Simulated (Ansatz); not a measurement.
A ladder of methods for GeH3O (SMILES [O][GeH3])

The species is GeH3O (5 atoms), meant as a doublet with charge 0. As SMILES, `[O][GeH3]`. Geometry: relaxed at PBE0-D4/def2-TZVP.

```tsv
atom	x (Å)	y (Å)	z (Å)
O	-1.4439	0.4186	0.7773
Ge	0.0723	-0.0563	-0.0569
H	-0.1622	-0.0912	-1.5747
H	0.5480	-1.4181	0.4715
H	1.0357	1.0734	0.3414
```

Quantity: the energy change with the O1–Ge2 bond stretched from 1.795 to 4.486 Å, in eV. The values are calculated.

| level | kind | program | value (eV) | less FCI/STO-3G | CPU time (all runs) |
| --- | --- | --- | --- | --- | --- |
| UHF/STO-3G | Hartree–Fock | Ansatz | 2.12 | -0.73 | 1.4 s |
| UB2PLYP/STO-3G | double hybrid | Ansatz | 3.55 | +0.70 | 36 s |
| RPA@PBE/STO-3G | RPA | Ansatz | 2.51 | -0.34 | 90 s |
| UMP2/STO-3G | perturbation theory | Ansatz | 2.63 | -0.22 | 1.7 s |
| UCCSDT(Q)/STO-3G | coupled cluster or CI | Ansatz | 2.85 | 0.00 | 15 s |
| UCCSDT/STO-3G | coupled cluster or CI | Ansatz | 2.85 | 0.00 | 13 s |
| FCI/STO-3G | exact in the basis | Ansatz | 2.85 | 0.00 | 4.5 min |

FCI/STO-3G is exact within its basis and frozen core, so for wave-function methods in that basis the difference is their error; functionals converge differently with the basis, so for them it is only a difference. All-electron rows without a relativistic Hamiltonian named are non-relativistic. The first shape isn't each level's own minimum. The values span 2.12 to 3.55 eV. Spin contamination of the reference (⟨S²⟩ at least 0.1 too high) touches UHF/STO-3G, UB2PLYP/STO-3G, RPA@PBE/STO-3G, UMP2/STO-3G, UCCSDT(Q)/STO-3G, UCCSDT/STO-3G. All rows use very small basis sets, so none should be taken for the real molecule's value. In the correlated wave-function rows the outer d shell of Ge is correlated, in sets not made for it. Times are those of the runs behind each value, whatever else they computed, on shared processors of several kinds: orders of magnitude only.
